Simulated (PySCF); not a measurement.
Constitutional and geometric isomers with formula C2H4N2. Gas-phase values, no solvent. One relaxed conformer stands for each flexible species; it need not be the lowest. Strings in code marks are SMILES.

The dipole moment from two functionals at the same geometries (r2SCAN-D4/def2-TZVP), both in PySCF: PBE-D3(BJ)/def2-TZVP and r2SCAN-D4/def2-TZVP. 

```json
[
 {"species": "`CNC#N`", "PBE-D3(BJ)/def2-TZVP (D)": "4.83"},
 {"species": "`CN=C=N`", "PBE-D3(BJ)/def2-TZVP (D)": "2.08"},
 {"species": "`NC#CN`", "PBE-D3(BJ)/def2-TZVP (D)": "1.27"}
]
```

What does r2SCAN-D4/def2-TZVP give for each?


- `CNC#N`: 4.95
- `CN=C=N`: 2.13
- `NC#CN`: 1.30
Over these rows, drawn at random from the members with no instability flagged (it was tested for open shells, ions and some series alone), PBE minus r2SCAN-D4: mean -0.07 D, from -0.12 D to -0.02 D.
